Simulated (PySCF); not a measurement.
C$_{2}$H$_{8}$AsGa, charge +1, doublet, geometry from GFN2-xTB (such geometries of metal compounds can be far from the true shape) (a state made from the parent by changing its charge; the spin is typed, not shown lowest). Base run: SVWN5/6-31G* (PySCF).

The PySCF input:
```python
from pyscf import gto, scf, dft

mol = gto.Mole()
mol.atom = '''
    Ga    0.505330   -0.769123    0.428570
    C     2.180751   -1.008223   -0.748431
    H     2.939411   -1.570042   -0.195308
    H     2.573826   -0.021814   -1.017630
    H     1.916008   -1.557320   -1.657810
    C    -0.663889   -1.329582    2.031139
    H    -1.460564   -1.997955    1.688945
    H    -1.105066   -0.435009    2.484076
    H    -0.047406   -1.851910    2.768945
    As   -0.816870    1.335458   -0.680680
    H    -2.076828    0.518366   -0.564058
    H    -0.549050    0.715225   -2.026647
'''
mol.basis = '6-31g*'
mol.charge = 1
mol.spin = 1
mol.verbose = 4
mol.build()

mf = dft.UKS(mol)
mf.xc = 'lda,vwn'
mf.kernel()
mf.analyze()
```

The base run was repeated with changes; each row names its change, and settings that it needs were set with it.

```json
[
 {"change": "base", "ΔE vs base (mEh)": "0.000", "fitting functions": "-"},
 {"change": "auxbasis = cc-pvqz-jkfit", "ΔE vs base (mEh)": "-0.307", "fitting functions": "1056"},
 {"change": "auxbasis = cc-pvtz-jkfit", "ΔE vs base (mEh)": "-0.325", "fitting functions": "812"},
 {"change": "auxbasis = cc-pvdz-jkfit", "ΔE vs base (mEh)": "-0.372", "fitting functions": "666"},
 {"change": "auxbasis = def2-universal-jkfit", "ΔE vs base (mEh)": "-0.094", "fitting functions": "826"},
 {"change": "auxbasis = def2-tzvp-ri", "ΔE vs base (mEh)": "-18580.7", "fitting functions": "590"},
 {"change": "auxbasis = even-tempered beta=2.0", "ΔE vs base (mEh)": "-0.630", "fitting functions": "909"},
 {"change": "auxbasis = def2-universal-jfit", "ΔE vs base (mEh)": "-0.607", "fitting functions": "302"},
 {"change": "auxbasis = default (with mf = mf.density_fit())", "ΔE vs base (mEh)": "-0.372", "fitting functions": "666"},
 {"change": "auxbasis = cc-pvtz-ri", "ΔE vs base (mEh)": "-19065.9", "fitting functions": "734"}
]
```

A fitting set is made for a task (jfit for Coulomb, jkfit for Coulomb and exchange, ri for correlation) and for a family of orbital bases.

Open shells are given as the SCF converged; they aren't shown to be the lowest states, and a large step between rows can be another state.
